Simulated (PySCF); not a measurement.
C₅H₆F₂.
Numbering: `[CH3:1][C:2]1=[C:3]([F:4])[C@@:5]1([CH3:6])[F:7]` (hydrogens: H8, H9, H10 on C1; H11, H12, H13 on C6)

Method used: PBE0-D3(BJ)/def2-SVP geometry optimisation, gas phase (PySCF 2.14.0).

Q: List the bond lengths, angles and torsions at this level.

A: 
| bond | length (Å) |
| --- | --- |
| C1–C2 | 1.472 |
| C2=C3 | 1.302 |
| C3–F4 | 1.310 |
| C3–C5 | 1.446 |
| C5–C6 | 1.505 |
| C5–F7 | 1.388 |
| C2–C5 | 1.508 |
| C1–H8, C1–H9, C1–H10 | 1.100 |
| C6–H11, C6–H12, C6–H13 | 1.100 |

Bonds in one row agree within 0.01 Å and their mean is given. A selection of angles:
| angle | degrees |
| --- | --- |
| C2–C1–H8 | 110.1 |
| C2–C1–H9 | 111.5 |
| H8–C1–H9 | 108.6 |
| H8–C1–H10 | 107.2 |
| C1–C2–C3 | 155.0 |
| C1–C2–C5 | 143.6 |
| C3–C2–C5 | 61.4 |
| C2–C3–F4 | 147.7 |
| C2–C3–C5 | 66.3 |
| F4–C3–C5 | 146.0 |
| C3–C5–C6 | 127.5 |
| C3–C5–F7 | 117.6 |
| C6–C5–F7 | 108.4 |
| C2–C5–C3 | 52.3 |
| C2–C5–C6 | 124.8 |
| C2–C5–F7 | 116.4 |
| C5–C6–H11 | 110.1 |
| C5–C6–H12 | 111.0 |
| H11–C6–H12 | 108.9 |
| H11–C6–H13 | 107.6 |

Dihedral angles: C1–C2–C3–F4 -1° (synperiplanar); C2–C3–C5–C6 108° (anticlinal); C1–C2–C5–C3 180° (antiperiplanar).

The 3-membered ring C2–C3–C5 has internal angles of 52.3° to 66.3°. The 2 C–F bonds span 1.310 Å (C3–F4, drawn single) to 1.388 Å (C5–F7, drawn single), a spread of 0.078 Å. The C–C distances run from 1.302 Å (C2=C3, drawn double) to 1.508 Å (C2–C5, drawn single), a spread of 0.206 Å.

Point group: C1 (no symmetry element, even within 0.4 Å). PBE0-D3(BJ)/def2-SVP frequencies: not computed here.
